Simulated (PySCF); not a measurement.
Geometry:
| atom | x (Å) | y (Å) | z (Å) |
| --- | --- | --- | --- |
| C1 | 2.788 | -0.519 | 0.062 |
| O2 | 1.479 | -0.441 | -0.398 |
| C3 | 0.832 | -1.679 | -0.460 |
| C4 | -0.585 | -1.479 | -0.953 |
| C5 | -1.426 | -0.506 | -0.123 |
| C6 | -1.577 | -0.955 | 1.326 |
| C7 | -2.787 | -0.295 | -0.775 |
| H8 | 3.434 | -1.115 | -0.614 |
| H9 | 2.848 | -0.974 | 1.072 |
| H10 | 3.192 | 0.502 | 0.117 |
| H11 | 0.837 | -2.163 | 0.540 |
| H12 | 1.374 | -2.368 | -1.141 |
| H13 | -1.081 | -2.466 | -0.987 |
| H14 | -0.542 | -1.115 | -1.993 |
| H15 | -0.887 | 0.457 | -0.124 |
| H16 | -2.070 | -1.940 | 1.387 |
| H17 | -0.606 | -1.031 | 1.837 |
| H18 | -2.191 | -0.241 | 1.897 |
| H19 | -3.366 | -1.234 | -0.796 |
| H20 | -2.686 | 0.057 | -1.814 |
| H21 | -3.384 | 0.450 | -0.226 |

Geometry: PBE0-D3(BJ)/def2-SVP; GIAO shifts from PySCF 2.14.0 with density-fitted response routines, gas phase, non-relativistic, averaged over equivalent atoms.

At wB97X-D/pcSseg-1 (189 basis functions, 36 s wall time on 1 thread of an Arm Neoverse V1, shared host):
```json
{"atoms": "C3", "δ (ppm)": "70.1"}
{"atoms": "C1", "δ (ppm)": "59.6"}
{"atoms": "C4", "δ (ppm)": "40.2"}
{"atoms": "C5", "δ (ppm)": "23.7"}
{"atoms": "C6/C7", "δ (ppm)": "23.0"}
{"atoms": "O2", "δ (ppm)": "15.0"}
{"atoms": "H8/H9/H10", "δ (ppm)": "3.28"}
{"atoms": "H11/H12", "δ (ppm)": "3.12"}
{"atoms": "H15", "δ (ppm)": "1.71"}
{"atoms": "H13/H14", "δ (ppm)": "1.14"}
{"atoms": "H16/H17/H18/H19/H20/H21", "δ (ppm)": "0.85"}
```

Referencing at the same level of theory: ¹³C (σref 184.54) and ¹H (σref 31.38) against TMS; ¹⁷O (σref 333.19) against H2O.

Q: Estimate the result of repeating the calculation with BP86/pcSseg-1.

A: 
| atoms | δ at BP86/pcSseg-1 | change |
| --- | --- | --- |
| C3 | 73.9 | +3.8 |
| C1 | 61.9 | +2.3 |
| C4 | 42.7 | +2.5 |
| C5 | 26.5 | +2.8 |
| C6/C7 | 23.6 | +0.6 |
| O2 | 32.5 | +17.5 |
| H8/H9/H10 | 3.41 | +0.13 |
| H11/H12 | 3.32 | +0.20 |
| H15 | 1.89 | +0.18 |
| H13/H14 | 1.26 | +0.12 |
| H16/H17/H18/H19/H20/H21 | 0.86 | +0.01 |

Scale: ¹³C (σref 179.74), ¹H (σref 31.27) vs TMS; ¹⁷O (σref 332.56) against H2O (reference shieldings calculated alike).

The largest change is at O2 (ether oxygen). Cost: 189 basis functions, 29 s wall time on 1 thread of an x86-64 server CPU, shared host. The order of the carbon signals is the same at both levels.

Experimental scales use liquid or dissolved standards, which lie at an offset from isolated H2O (liquid H2O: subtract about 36 ppm).
